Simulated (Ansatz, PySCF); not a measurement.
C3F5, SMILES F[C]=C(C(F)(F)F)F, multiplicity 2. Atoms are numbered in the order given.

```xyz
8

F     -0.4243    -2.7744     0.0000
C     -0.5987    -1.5008     0.0000
C      0.2716    -0.5035     0.0000
F      1.5902    -0.6801     0.0000
C     -0.1535     0.9350     0.0000
F      0.3166     1.5681    -1.0731
F     -1.4790     1.0293     0.0000
F      0.3166     1.5681     1.0731
```
Charge 0, spin multiplicity 2.

Geometry: PBE0-D3(BJ)/def2-SVP. The isomer is the one that the SMILES or the coordinates give; other isomers of the formula were not compared.

Two levels are set side by side: PBE-D3(BJ)/def2-SVP (Ansatz, a program for electronic structure) and PBE0-D3(BJ)/def2-SVP (Ansatz). Each level has its own optimised geometry; the coordinates shown are those of the second. Frequencies come from the Hessian of PySCF at each geometry. Differences are taken from unrounded values.

```
quantity                            PBE0-D3(BJ)  PBE-D3(BJ)  PBE-D3(BJ) minus PBE0-D3(BJ)
----------------------------------  -----------  ----------  ----------------------------
mean bond length (Å)                      1.347       1.363                         0.015
bond F1–C2 (Å)                            1.285       1.300                         0.015
bond C2–C3 (Å)                            1.324       1.336                         0.013
bond C3–F4 (Å)                            1.330       1.347                         0.017
bond C3–C5 (Å)                            1.500       1.507                         0.007
bond C5–F6 (Å)                            1.332       1.351                         0.019
bond C5–F7 (Å)                            1.329       1.347                         0.019
bond C5–F8 (Å)                            1.332       1.351                         0.019
highest harmonic wavenumber (cm⁻¹)         1855        1763                           -92
mean harmonic wavenumber (cm⁻¹)             746         703                           -43
zero-point energy (kcal/mol)              19.18       18.08                         -1.11
```

Exact exchange shortens and stiffens bonds; PBE has none. Differences between two approximate levels are no errors against the true value.
